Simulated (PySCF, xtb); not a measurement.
Si(NH2)(SiH3) (H5NSi2), SMILES N[Si][SiH3] (connectivity only; charge and spin as stated), neutral, multiplicity 1.

xtb with GFN2-xTB at its own geometry gives an orbital gap of 2.06 eV and a dipole moment of 2.39 D.

The structure is a stationary point at r2SCAN-D4/def2-TZVP. Other conformers were not sampled.

### Question
What does HF/def2-TZVPD (PySCF) give? (An estimate is asked for; the answer gives what the named calculation found.)

### Answer
gap 9.39 eV (levels -8.26 and 1.13 eV), dipole 2.00 D.
